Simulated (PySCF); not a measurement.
# How methods differ on the excitation energy of O

O [He] 2s2 2p4 (3P) → O [He] 2s1 2p5 (3P), as a difference of total energies. All numbers are calculated (PySCF 2.14, the non-relativistic Hamiltonian (point nucleus), in dyall-av3z (15s9p3d2f, 71 functions)). Correlated levels: valence: 1s2 frozen; virtual orbitals above 40 to 60 times the deepest correlated orbital energy dropped. The calculations carry no spin-orbit coupling.

```json
{"method": "UHF", "excitation energy (eV)": "16.847"}
{"method": "LDA", "excitation energy (eV)": "14.283"}
{"method": "PBE", "excitation energy (eV)": "14.481"}
{"method": "PBE0", "excitation energy (eV)": "15.129"}
{"method": "r2SCAN", "excitation energy (eV)": "15.124"}
{"method": "M06-L", "excitation energy (eV)": "15.203"}
{"method": "MN15", "excitation energy (eV)": "14.465"}
{"method": "r2SCAN0", "excitation energy (eV)": "15.517"}
{"method": "wB97M-V", "excitation energy (eV)": "15.302"}
{"method": "ROHF", "excitation energy (eV)": "16.945"}
{"method": "MP2 (valence)", "excitation energy (eV)": "16.017"}
{"method": "SCS-MP2 (valence)", "excitation energy (eV)": "15.956"}
```

Question: How much does correlation contribute at MP2 (valence)?

Answer: 16.017 − (16.847) = -0.830 eV, measured against UHF.

The upper state lies above the first ionisation limit, where it may autoionise and the basis confines it.
